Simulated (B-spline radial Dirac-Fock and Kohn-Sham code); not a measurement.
# Photoemission from Pd³⁺ at 2920 eV, detector at θ = 54.7°, φ = 0°

System: Pd³⁺, configuration [Kr] 4d7. Calculated with a B-spline atomic structure program, using Dirac-Hartree-Slater photoionisation with a Latter tail; cross sections with all multipoles, angular parameters from the dipole term and its interference with E2. Thresholds are orbital energies of the model. For linearly polarised light dσ/dΩ = σ/(4π) [1 + β P₂(cos θ) + (δ + γ cos²θ) sin θ cos φ], with θ from the polarisation vector and φ the angle between the beam and the projection of the electron momentum on the plane normal to the polarisation. The dipole factor is 1 + βP₂ and the non-dipole term is the rest of the bracket. Open shells are filled statistically over j.

The run's input, task.json:

```json
{"items": [{
  "Z": 46,
  "q": 3,
  "cfg": [[1, 0, 2], [2, 0, 2], [2, 1, 6], [3, 0, 2], [3, 1, 6], [3, 2, 10], [4, 0, 2], [4, 1, 6], [4, 2, 7]],
  "A": 106,
  "rrms": 4.5318,
  "do": "xps",
  "hv": [60, 61.6, 75.9, 78.3, 80, 87.1, 93.1, 133.0, 150, 174.0, 195.0, 200, 237.0, 286.0, 400, 500.0, 800, 945.0, 1486.9, 2050.0, 2920.0, 3030.0, 4180.0, 4830.0, 8110.0, 8400.0, 9580.0, 11500.0, 12000, 13200.0]
}]}
```

Command: `python xray2_run.py task.json out`

```csv
subshell,threshold (eV),σ (kb),β,γ,δ,dipole factor,non-dipole term,dσ/dΩ (kb/sr)
3s,700.2,12.1,1.99,-0.09,0.000,1.002,-0.025,0.941
3p1/2,600.5,13.7,1.57,0.24,0.008,1.001,+0.072,1.17
3p3/2,571.9,25.8,1.61,0.26,0.012,1.001,+0.080,2.22
3d3/2,393.4,10.7,1.12,0.73,0.107,1.001,+0.286,1.10
3d5/2,387.6,15.3,1.09,0.73,0.111,1.001,+0.288,1.57
4s,134.6,2.44,1.99,-0.09,0.000,1.002,-0.025,0.189
4p1/2,102.8,2.27,1.58,0.32,0.007,1.001,+0.092,0.198
4p3/2,97.96,4.24,1.62,0.34,0.010,1.001,+0.100,0.372
4d3/2,48.51,0.826,1.11,0.75,0.101,1.001,+0.288,0.0847
4d5/2,47.87,1.17,1.07,0.75,0.105,1.001,+0.290,0.121
```
